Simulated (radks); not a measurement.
Values are calculated unless marked as measured or tabulated.
Q: Spherical quantum dot in the effective-mass picture: electrons in a parabolic well V = omega^2 r^2 / 2 with omega = 0.279, all in effective atomic units (hartree* = m*/eps^2 hartree, bohr* = eps/m* bohr), one dielectric constant everywhere. Level of theory: non-relativistic Kohn-Sham, PBE, spin-polarised, spherical densities (a radial shooting solver with Libxc functionals). Levels are named by radial order and angular momentum (1s, 1p, 1d, 2s, ...), and open shells are averaged over m. At N = 1 the configuration is 1s(up 1, down 0). Does electron 2 go into 1p up or 1s down?

A: Into 1s down. The total energies of the other choices lie higher by 0.177 hartree* (1p up).
